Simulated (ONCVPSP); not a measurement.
What the settings do to the ONCV potential of barium (Ba)

Base potential:

barium (Ba), optimised norm-conserving Vanderbilt (ONCV), made with ONCVPSP 4.0.1 (LDA (Perdew-Zunger), scalar-relativistic). Core [Kr] 4d10, reference 5s2 5p6 6s1 6p1. Waves: 5s+6s: rc 3.10 bohr, ncon 4, nbas 7, qcut 4.4 1/bohr, 2 projectors; 5p+6p: rc 3.55 bohr, ncon 3, nbas 7, qcut 4.4 1/bohr, 2 projectors; d scattering state at 0.11 Ha: rc 3.90 bohr, ncon 4, nbas 8, qcut 2.7 1/bohr, 1 projector. Local part: polynomial inside 3.00 bohr (lpopt 5, dvloc0 4 Ha). Core correction: Teter function, fcfact 1.75, rcfact 1.

In the d channel the program set the typed energies aside and used -0.110 Ha.

Cutoffs, loose and tight: the cutoffs (Ha) at which the residual kinetic energy of the hardest occupied pseudo-wave falls to 1 and 0.1 mHa per electron. They do not see the model core or the augmentation charge, which bear on the density cutoff. Test errors are all-electron minus pseudo excitation energies from the reference, over the configurations 5s2 5p6 6s2 6p0; 5s2 5p6 6s1 6p0; 5s2 5p6 6s0 6p0; 5s2 5p5 6s2 6p0. A dash means not determined; rows that change the core or the reference have their own tests.

```tsv
change	outcome	cutoff, loose	cutoff, tight	bound ghosts	GHOST(+) flags above zero	largest test error (meV)
base	generated, projector energies reset by the program	5.0 Ha	6.9 Ha	none	none	-36
p: qcut 2.7	generated, projector energies reset by the program	5.0 Ha	9.7 Ha	none	none	+102
p: qcut 3.2	generated, projector energies reset by the program	5.0 Ha	6.9 Ha	none	none	+29
p: qcut 4.3	generated, projector energies reset by the program	5.0 Ha	6.9 Ha	none	none	-35
p: qcut 4.7	generated, projector energies reset by the program	5.0 Ha	6.9 Ha	none	none	-36
p: qcut 5.2	generated, projector energies reset by the program	5.0 Ha	6.9 Ha	none	none	-31
p: qcut 5.7	generated, projector energies reset by the program	5.0 Ha	6.9 Ha	none	none	-29
p: qcut 6.2	generated, projector energies reset by the program	5.0 Ha	6.9 Ha	none	none	-27
p: qcut 6.5	generated, projector energies reset by the program	5.0 Ha	6.9 Ha	none	none	-24
```

(1) What comes out with this change to the base: p: qcut 3.7?

Answers

(1) outcome: generated, projector energies reset by the program; cutoff, loose: 5.0 Ha; cutoff, tight: 6.9 Ha; bound ghosts: none; GHOST(+) flags above zero: none; largest test error (meV): -13.

Reading the sweep of the qcut of the p channel (base included, trends over the rows without a ghost): The loose cutoff stays near 5.0 Ha. The median size of the test errors (rows with all tests solved) is not monotonic: lowest 1.6 meV at 5.7 1/bohr, highest 3.2 meV at 2.7 1/bohr.
